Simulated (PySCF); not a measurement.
Molecule: C2H6ClIn, net charge 0, singlet state. SMILES: [CH3][In]([CH3])[Cl]
Geometry: optimised at B3LYP-D3(BJ)/def2-TZVP (Ansatz).

Dispersion corrections to the total energy (kcal/mol) from the dftd3 and dftd4 libraries through PySCF: D3(BJ) without and D4 with the three-body term, each with the damping fitted for the functional named.

```tsv
functional	D3(BJ)	D4
LC-wPBE	(withheld)	-4.75
HSE06	-3.38	-3.42
TPSS	(withheld)	-5.60
BP86	-7.83	(withheld)
PBE	-4.25	-4.20
TPSSh	-5.22	-5.07
PW6B95	-2.89	-3.33
```

Question: Complete the blanks.

Answer: 
- LC-wPBE, D3(BJ): -4.55
- TPSS, D3(BJ): -5.56
- BP86, D4: -5.87
